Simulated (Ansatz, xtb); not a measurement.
## C4H11BSSi: which of two isomers lies lower

Structure I: `CBS[Si@@H]1C[C@H]1C`, a singlet. Structure II: `CB[C@@H]1C[SiH2]SC1`, a singlet. Both are isolated molecules in the gas phase, relaxed with r2SCAN-D4/def2-SVP; each stands in its lowest conformer found.

Quicker runs give these differences E(II) − E(I): GFN2-xTB −0.779 eV; HF/STO-3G −1.098 eV (at GFN2-xTB geometries); r2SCAN-D4/def2-SVP//GFN2-xTB −0.138 eV.

Estimate E(II) − E(I) at the level CCSD(T)/def2-SVP + ΔMP2/def2-TZVPP.

Calculated at CCSD(T)/def2-SVP + ΔMP2/def2-TZVPP: E(II) − E(I) = −0.240 eV, so structure II lies lower.

How the difference moves with the method:

```json
{"level": "GFN2-xTB", "geometry": "GFN2-xTB", "E(II) − E(I) (eV)": "−0.779", "departure from the last row (eV)": "−0.539", "job, with rough time for the two": "optimisation, 0.81 s"}
{"level": "HF/STO-3G", "geometry": "GFN2-xTB", "E(II) − E(I) (eV)": "−1.098", "departure from the last row (eV)": "−0.858", "job, with rough time for the two": "single point, 0.55 s"}
{"level": "r2SCAN-D4/def2-SVP//GFN2-xTB", "geometry": "GFN2-xTB", "E(II) − E(I) (eV)": "−0.138", "departure from the last row (eV)": "+0.103", "job, with rough time for the two": "single point, 6.3 s"}
{"level": "r2SCAN-D4/def2-SVP", "geometry": "r2SCAN-D4/def2-SVP", "E(II) − E(I) (eV)": "−0.132", "departure from the last row (eV)": "+0.109", "job, with rough time for the two": "optimisation, 2.1 min"}
{"level": "HF/def2-SVP", "geometry": "r2SCAN-D4/def2-SVP", "E(II) − E(I) (eV)": "−0.306", "departure from the last row (eV)": "−0.066", "job, with rough time for the two": "part of the CCSD(T) run"}
{"level": "MP2/def2-SVP", "geometry": "r2SCAN-D4/def2-SVP", "E(II) − E(I) (eV)": "−0.197", "departure from the last row (eV)": "+0.044", "job, with rough time for the two": "part of the CCSD(T) run"}
{"level": "CCSD(T)/def2-SVP", "geometry": "r2SCAN-D4/def2-SVP", "E(II) − E(I) (eV)": "−0.192", "departure from the last row (eV)": "+0.048", "job, with rough time for the two": "single point"}
{"level": "CCSD(T)/def2-SVP + ΔMP2/def2-TZVPP", "geometry": "r2SCAN-D4/def2-SVP", "E(II) − E(I) (eV)": "−0.240", "departure from the last row (eV)": "", "job, with rough time for the two": "single point, 2.2 min"}
```

As drawn, II has 1 C–B, 1 C–S, 1 Si–H in place of 1 B–S, 1 C–Si, 1 C–H. Structure I has a 3-membered ring, II a 5-membered ring.

The levels shown agree on the order. The largest departure from CCSD(T)/def2-SVP + ΔMP2/def2-TZVPP is that of HF/STO-3G, 0.858 eV. The last row adds to CCSD(T) the change of the MP2 difference between the two basis sets, here −0.048 eV.

With thermal terms from frequencies at re-optimised GFN2-xTB minima (ideal gas, soft modes damped towards free rotors, one conformer each, 298.15 K, 1 atm): the zero-point term adds −0.026 eV; ΔH is −0.294 and ΔG −0.223 eV.

The correlated steps freeze 15 core orbitals. Codes used: Ansatz 0.2.0, xtb 6.7.1; the last row on 4 threads of Arm Neoverse V1 on a shared host.
